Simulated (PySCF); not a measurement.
One of the candidates below gave these computed data.

All candidates are C3H12Si3.

* 1H NMR: chemical shifts (computed TMS as zero) by class: 4.18 (2 H), 3.53 (3 H), 3.02 (2 H), 0.68 (2 H), 0.26 (2 H), -0.22 (1 H) ppm [GIAO CAM-B3LYP/pcSseg-1]
* Polarisability: 122.2 au [CAM-B3LYP/def2-SVPD]
* XPS: Si2p3/2 106.1, Si2p3/2 106.1, Si2p3/2 106.4, C1s 290.2, C1s 290.6 (×2), Si1s 1845.7, Si1s 1845.9, Si1s 1846.1 eV [ΔSCF SCAN, pcX-2 on the ionised atom, pcseg-1 elsewhere, spin-free X2C, 2p3/2 from a spin–orbit splitting computed afterwards within the 2p shell]
* NMR, other nuclei: isotropic shieldings of nuclei other than C and H, by class: 400 (1 Si), 445 (1 Si), 466 (1 Si) ppm [GIAO CAM-B3LYP/pcSseg-1]
* Rotational structure: rotational constants A, B, C: 2.546, 1.008, 0.866 GHz [PBE0-D3(BJ)/def2-SVP]
* 13C NMR: chemical shifts (computed TMS as zero) by class: 3.7 (2 C), -10.0 (1 C) ppm [GIAO CAM-B3LYP/pcSseg-1]
* UV, first state: lowest singlet excitation: 6.69 eV (185 nm, f = 0.029) [TDDFT CAM-B3LYP/def2-SVPD]
* UV, strongest line: among the 10 lowest singlet transitions: S2 at 7.01 eV (177 nm, f = 0.191) [TDDFT CAM-B3LYP/def2-SVPD]

The electronic properties come from PySCF, for the isolated species, density fitting. Levels stand in brackets. Geometry: PBE0-D3(BJ)/def2-SVP, one conformer, isolated molecule. NMR classes are plain means over equivalent atoms (diastereotopic ones count apart unless rotation or inversion swaps them), as if these changed places fast.

Task: Which candidate is it?
A. `C=C[SiH2]C([SiH3])[SiH3]`
B. `[SiH3][SiH2][SiH2]C1CC1`
C. `[SiH3][SiH]([SiH3])C1CC1`

Result: B. It is `[SiH3][SiH2][SiH2]C1CC1`. Numbering: `[SiH3:1][SiH2:2][SiH2:3][CH:4]1[CH2:5][CH2:6]1`. Its formula, C3H12Si3, gives 1 degree of unsaturation: 1 ring and 0 π bonds in the structure found. 3 carbons fall into 2 classes; from least to most shielded: three-membered-ring carbon [C5/C6] (3.7 ppm, 2 C), ring sp3 carbon bound to silicon [C4] (-10.0 ppm). Hydrogen classes from least to most shielded: 2 H on an SiH2 silicon, Si3 (4.18 ppm), 3 H on an SiH3 silicon, Si1 (3.53 ppm), 2 H on an SiH2 silicon, Si2 (3.02 ppm), 2 H on 2 three-membered-ring carbons, C5/C6 (0.68 ppm), 2 H on 2 three-membered-ring carbons, C5/C6 (0.26 ppm), 1 H on an sp3 carbon bound to silicon, C4 (-0.22 ppm). The other shieldings belong to: 400 ppm, SiH2 silicon [Si3]; 445 ppm, SiH3 silicon [Si1]; 466 ppm, SiH2 silicon [Si2]. The core levels belong to: Si2p3/2 106.1 eV, SiH2 silicon [Si2]; Si2p3/2 106.1 eV, SiH2 silicon [Si3]; Si2p3/2 106.4 eV, SiH3 silicon [Si1]; C1s 290.2 eV, sp3 carbon bound to silicon [C4]; C1s 290.6 eV, three-membered-ring carbon [C5/C6]; Si1s 1845.7 eV, SiH2 silicon [Si2]; Si1s 1845.9 eV, SiH2 silicon [Si3]; Si1s 1846.1 eV, SiH3 silicon [Si1]. One atom of each topological class was ionised and stands for its class. The optimised geometry has point group C1 and is an asymmetric top.

The others, at the same levels:
- `[SiH3][SiH]([SiH3])C1CC1` fails: its computed lowest singlet excitation is 6.54 eV (190 nm, f = 0.037) (against 6.69 eV), static isotropic polarisability is 124.6 au (against 122.2 au) and rotational constant A is 1.769 GHz (against 2.546 GHz).
- `C=C[SiH2]C([SiH3])[SiH3]` fails: its computed static isotropic polarisability is 118.6 au (against 122.2 au) and smallest rotational constant is 0.811 GHz (against 0.866 GHz).

Each candidate is one conformer, not necessarily the lowest. The conformers computed, where there is a choice (atom-mapped SMILES and torsion angles):
- `[SiH3:1][SiH2:2][SiH2:3][CH:4]1[CH2:5][CH2:6]1`: Si1–Si2–Si3–C4 78°, Si2–Si3–C4–C5 44°
- `[SiH3:1][SiH:2]([SiH3:3])[CH:4]1[CH2:5][CH2:6]1`: Si1–Si2–C4–C5 84°
- `[CH2:1]=[CH:2][SiH2:3][CH:4]([SiH3:5])[SiH3:6]`: C1–C2–Si3–C4 119°, C2–Si3–C4–Si5 174°
